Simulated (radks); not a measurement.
Values are calculated unless marked as measured or tabulated.
The table gives one normalised radial function P(r) = r R(r) (large component) of Sc12+ in [He] 2s2 2p5 (r in bohr). Code: a radial shooting solver on a logarithmic mesh with Libxc functionals. Model: Dirac Kohn-Sham, LDA (Slater exchange, Perdew-Wang correlation), spin-unpolarised, spherical densities, finite nucleus; open shells fill j = l - 1/2 first; Fermi nuclear charge, rms radius 3.5459 fm.

r	P
0.004668	0.0064
0.005839	0.0098
0.007306	0.0151
0.00914	0.0232
0.01143	0.0354
0.01431	0.0537
0.0179	0.0809
0.02239	0.1208
0.02801	0.1783
0.03505	0.2596
0.04384	0.3715
0.05485	0.5205
0.06862	0.7106
0.08517	0.9312
0.1066	1.1870
0.1333	1.4440
0.1668	1.6598
0.2086	1.7810
0.261	1.7582
0.3266	1.5691
0.4086	1.2380
0.5111	0.8393
0.6395	0.4712
0.8	0.2090
1.001	0.0691
1.252	0.0158
1.567	0.0023
1.96	0.0002
2.452	0.0000

Which n and l does it have? It may be an empty orbital.

Answer. n = 2, l = 1: the number of nodes gives n - l - 1 = 0, the rise at small r points to l (this Dirac orbital starts outside the nucleus as r^gamma with gamma = sqrt((l + 1)^2 - (Z/c)^2) = 1.99; the j = 3/2 orbital of l + 1 starts with the same power, but with a smaller coefficient, and then steepens), and the extent must fit the shell. The curve is that of 2p3/2; the two j differ most near the nucleus, where j = l - 1/2 has the larger amplitude, and in heavy atoms j = l - 1/2 is also the more compact. 2p3/2: eigenvalue -724.07 eV, 0 radial nodes, <r> = 0.295 bohr, 90 % of the charge inside 0.481 bohr.
